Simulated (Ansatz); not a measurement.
`FC(F)(F)O[SiH3]`, charge 0, multiplicity 1.

Problem. Give a relaxed structure at PBE0-D4/def2-TZVP (the Gaussian-basis code of Ansatz). (Best estimate.)

Solution. Computed: 
```xyz
9

F    -1.443    0.423   -1.450
C    -0.121    0.427   -1.248
F     0.332   -0.786   -1.612
F     0.412    1.323   -2.069
O     0.188    0.720    0.010
Si    0.161   -0.330    1.319
H     1.331   -1.235    1.253
H    -1.100   -1.106    1.306
H     0.241    0.564    2.491
```
This is one stationary point; other conformers may exist.
